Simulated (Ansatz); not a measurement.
A geometry relaxed with PBE-D3(BJ)/def2-TZVP in Ansatz (an electronic-structure program), charge 0, multiplicity 1:

```xyz
11

Si    -1.8181     0.3307    -0.4946
H     -0.4099    -1.7510     1.4623
Si     1.9059    -0.1570    -0.0433
H      3.0605    -0.3305     0.8896
H      2.0248    -1.1383    -1.1619
H     -0.1969     0.5528     2.2423
Cl    -1.5167    -0.7549    -2.2428
Cl     2.0249     1.7568    -0.8487
H     -3.2038     0.0442    -0.0139
Si    -0.1694    -0.3348     1.0351
H     -1.7012     1.7820    -0.8242
```

Problem. Write the SMILES of this molecule.

Solution. `Cl[SiH2][SiH2][SiH2]Cl`
